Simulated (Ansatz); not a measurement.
Start from `ClB1O[SiH2]1` and change one atom or group to get `OB1O[SiH2]1`.

Ansatz, PBE0-D4/def2-TZVP geometries, multiplicity 1. Each molecule was computed in one conformer, which needn't be the lowest.

| property | `ClB1O[SiH2]1` |
| --- | --- |
| HOMO energy (PBE0/def2-TZVPP) / eV | -7.39 |
| vertical ionisation energy (CCSD(T)/CBS(def2)) / eV | 9.77 |
| zero-point energy (PBE0-D4/def2-TZVP) / kJ/mol | 68.2 |
| LUMO energy (PBE0/def2-TZVPP) / eV | -1.10 |
| HOMO–LUMO gap (B3LYP/def2-TZVPP) / eV | 5.87 |
| LUMO energy (ωB97M-V/def2-TZVPP) / eV | 0.69 |

What does the change do to each property? (An estimate is asked.)

Ansatz gave: 
| property | `OB1O[SiH2]1` | shift |
| --- | --- | --- |
| HOMO energy (PBE0/def2-TZVPP) / eV | -7.07 | 0.32 |
| vertical ionisation energy (CCSD(T)/CBS(def2)) / eV | 9.55 | -0.22 |
| zero-point energy (PBE0-D4/def2-TZVP) / kJ/mol | 104.2 | 36.0 |
| LUMO energy (PBE0/def2-TZVPP) / eV | -0.78 | 0.32 |
| HOMO–LUMO gap (B3LYP/def2-TZVPP) / eV | 5.87 | 0.00 |
| LUMO energy (ωB97M-V/def2-TZVPP) / eV | 0.97 | 0.28 |

The zero-point energy changes by 36.0 kJ/mol with +3 modes.

B3LYP here is the variant with VWN-RPA as its local correlation; programs differ in this.
